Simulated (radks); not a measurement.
Results of a calculation; reference values are marked as such.
Ionisation of neutral fluorine, [He] 2s2 2p5, to F+, [He] 2s2 2p4, under several functionals. Non-relativistic Kohn-Sham, spin-polarised, spherical densities, point nucleus; open shells are filled with parallel spins first; a radial shooting solver on a logarithmic mesh with Libxc functionals. The NIST Atomic Spectra Database gives 17.423 eV (measured). Rank these functionals by the error of their Delta-SCF ionisation energy: revTPSS; exchange-only B88; PBE; Tao-Mo meta-GGA; OLYP; LDA (Slater exchange, Perdew-Wang correlation); TPSS.

Answer. From best to worst: OLYP 17.618 eV (+0.195); Tao-Mo meta-GGA 17.646 eV (+0.223); revTPSS 17.709 eV (+0.286); TPSS 17.791 eV (+0.368); PBE 17.846 eV (+0.423); LDA (Slater exchange, Perdew-Wang correlation) 18.060 eV (+0.637); exchange-only B88 16.646 eV (-0.776). Open shells are spherical and high-spin; term and fine-structure splittings are not resolved.
